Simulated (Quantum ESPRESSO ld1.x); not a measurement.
The numbers below are computed, except where a source is named.
Q: These are the eigenvalues of the occupied orbitals of an atom or ion with whole-number occupations (hartree). Code: ld1.x of Quantum ESPRESSO 7.5. Model: non-relativistic Kohn-Sham, LDA (Slater exchange, Perdew-Wang correlation), spin-polarised, spherical densities, point nucleus.

orbital  eigenvalue
1s up      -27.7791
1s down    -27.6072
2s up      -3.88241
2p up      -3.25922
3s up      -1.17356

Which element is it, and in what charge state? The configuration may be excited. Open shells, if any, are filled with parallel spins first.

A: Z = 9, fluorine, charge +3: F3+ in [He] 2s1 2p2 3s1. The list shows which subshells hold electrons but not how many an open one holds; the 1s level, -27.779 hartree, gives Z - s = 7.5 by -(Z - s)^2/2, which with screening narrows Z to a few neighbours, and the depths of the outer levels then fix element, charge and occupations together.
